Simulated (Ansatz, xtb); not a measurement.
# Relative energy of two isomers of C5H7ClF2

Structure a is `F[C@@H]1CC[C@@](F)(Cl)C1`, a singlet and structure b is `C/C=C(\C)C(F)(F)Cl`, a singlet. Both are isolated molecules in the gas phase, relaxed with B3LYP-D3(BJ)/def2-SVP, each in the lowest conformer that the search found.

Q: Estimate which is lower in electronic energy at CCSD(T)/def2-SVP + ΔMP2/def2-TZVPP, and by roughly how much.

A: The CCSD(T)/def2-SVP + ΔMP2/def2-TZVPP calculation puts structure a lower, by 12.1 kcal/mol.

How the difference moves with the method:

| level | geometry | E(b) − E(a) (kcal/mol) | departure from the last row (kcal/mol) | job, with rough time for the two |
| --- | --- | --- | --- | --- |
| GFN2-xTB | GFN2-xTB | +24.6 | +12.5 | optimisation, 0.22 s |
| HF/STO-3G | GFN2-xTB | +36.0 | +23.9 | single point, 0.48 s |
| r2SCAN-D4/def2-SVP | GFN2-xTB | +9.4 | −2.6 | single point, 4.7 s |
| B3LYP-D3(BJ)/def2-SVP | B3LYP-D3(BJ)/def2-SVP | +8.4 | −3.6 | optimisation, 59 s |
| HF/def2-SVP | B3LYP-D3(BJ)/def2-SVP | +9.9 | −2.2 | part of the CCSD(T) run |
| MP2/def2-SVP | B3LYP-D3(BJ)/def2-SVP | +10.4 | −1.6 | part of the CCSD(T) run |
| CCSD(T)/def2-SVP | B3LYP-D3(BJ)/def2-SVP | +9.4 | −2.7 | single point |
| CCSD(T)/def2-SVP + ΔMP2/def2-TZVPP | B3LYP-D3(BJ)/def2-SVP | +12.1 |  | single point, 2.1 min |

As drawn, b has 1 C=C in place of 2 C–C. Structure a has a 5-membered ring, b no ring.

None of the levels shown reverses the order. The largest departure from CCSD(T)/def2-SVP + ΔMP2/def2-TZVPP is that of HF/STO-3G, 23.9 kcal/mol. The last row adds to CCSD(T) the change of the MP2 difference between the two basis sets, here +2.7 kcal/mol.

With thermal terms from frequencies at re-optimised GFN2-xTB minima (ideal gas, soft modes damped towards free rotors, one conformer each, 298.15 K, 1 atm): on the last row, ΔE + ΔZPE = +9.4, ΔH = +10.8, ΔG = +7.7 kcal/mol.

The correlated steps freeze 12 core orbitals. Mirror images aren't counted in ΔG. Codes used: Ansatz 0.2.0, xtb 6.7.1; the last row on 4 threads of Arm Neoverse V1 on a shared host.
